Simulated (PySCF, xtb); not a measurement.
SeCl₄, SMILES Cl[Se](Cl)(Cl)Cl.

Coordinates come from a PBE0-D3(BJ)/def2-SVP optimisation. The isomer is the one that the SMILES or the coordinates give; other isomers of the formula were not compared.

Computed with C-PCM-B3LYP/def2-SVP in PySCF.

The values are the electrostatic part of the solvation free energy, E(continuum) − E(gas) at the gas-phase geometry, in a cavity of scaled van der Waals radii (PySCF's table); cavitation and dispersion terms are not included. In vacuum the orbital gap is 3.88 eV. The dipole moment in vacuum is 0.02 D.

| solvent | ε | ΔG(elec) (kcal/mol) | dipole (D) | gap (eV) |
|---|---|---|---|---|
| water | 78.36 | -4.6 | 0.13 | 4.08 |
| ethylethanoate | 5.99 | -3.8 | 0.10 | 4.04 |
| cyclohexanone | 15.62 | -4.3 | 0.12 | 4.07 |

For comparison, GFN2-xTB/ALPB(water) (xtb, at the GFN2-xTB geometry, all terms of that model) gives -1.7 kcal/mol.
